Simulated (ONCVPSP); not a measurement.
**Potentials for Sr compared**

Generated with ld1.x 7.5 (TM, RRKJ, ultrasoft, PAW), atompaw 4.2 or ONCVPSP 4.0.1. The cutoff is in Ry: for ld1.x and atompaw files where the sum of valence levels is converged to 10 mRy in a Bessel basis, for ONCV files where the hardest occupied wave has 1 mHa per electron of residual kinetic energy. The error is the largest all-electron minus pseudo excitation energy over each file’s own four to seven test configurations (ionisations up to +4, promotions, holes and added fractions of an electron), all of which were solved. The labels leave out finer settings (local radius, basis sizes, second energies), which also bear on the numbers. Spin-polarised tests are not counted. The rows are a selection from randomly drawn settings: files with unsolved tests, undetermined cutoffs or missed reference levels are left out.

| potential | cutoff (Ry) | largest error (meV) | bound ghosts |
| --- | --- | --- | --- |
| ONCV, PBE, scalar-relativistic, rc 2.05/2.35/2.00 (spd), local smoothed, core correction yes, reference 4s2 4p6, qcut 7.7/6.5/5.7, projectors 2/2/2 | 37 | +1.8 | none |
| ONCV, PBE, scalar-relativistic, rc 1.85/1.40/1.55 (spd), local smoothed, core correction yes, reference 4s2 4p6 5s2, qcut 6.4/6.4/6.4, projectors 2/3/1 | 36 | -1.6 | none |
| ONCV, LDA (Perdew-Zunger), non-relativistic, rc 2.10/2.10/2.15 (spd), local smoothed, core correction yes, reference 4s2 4p6 5s1 5p1, qcut 7.2/8.2/4.1, projectors 2/2/2 | 33 | -0.3 | none |
| ONCV, LDA (Perdew-Wang 92), fully relativistic, rc 2.35/1.55/1.55 (spd), local d, core correction no, reference 4s2 4p6 5s1.75, qcut 4.4/6.3/7.2, projectors 2/2/0 | 38 | +26 | none |

Fill in the row for Sr: ONCV, PBE, scalar-relativistic, rc 2.65/1.75/1.75 (spd), local d, core correction yes, reference 4s2 4p6 5s2, qcut 5.1/4.7/6.2, projectors 2/2/0.

cutoff 15 Ry, largest error -4.7 meV, bound ghosts: none.
